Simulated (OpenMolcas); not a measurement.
Au2+ (d9) among equal point charges was computed by CASSCF with the d shell active (OpenMolcas, ANO-RCC-VDZP on the metal). Its lowest spin-free states, and all those of the highest spin:

| 2S+1 | Degeneracy | E (cm-1) |
| --- | --- | --- |
| 2 | 1 | 0.0 |
| 2 | 1 | 3351 |
| 2 | 1 | 9842 |
| 2 | 2 | 11198 |

Is the site octahedral, tetrahedral or cube-like, axial, or of lower symmetry?

The states with 2S+1 = 2 have orbital degeneracies 1, 1, 1, 2. There are pairs but no triples, so the site is axial: not cubic, but with a proper or improper axis of order three or more. The run had Au2+ among 6 point charges of -1.2 e arranged as a tetragonal octahedron (D4h), 1.84 Å from the ion, with the axial distance 1.969 Å.

Point charges carry no covalency, so the field is a model and not that of real ligands. No measured value stands beside these numbers.
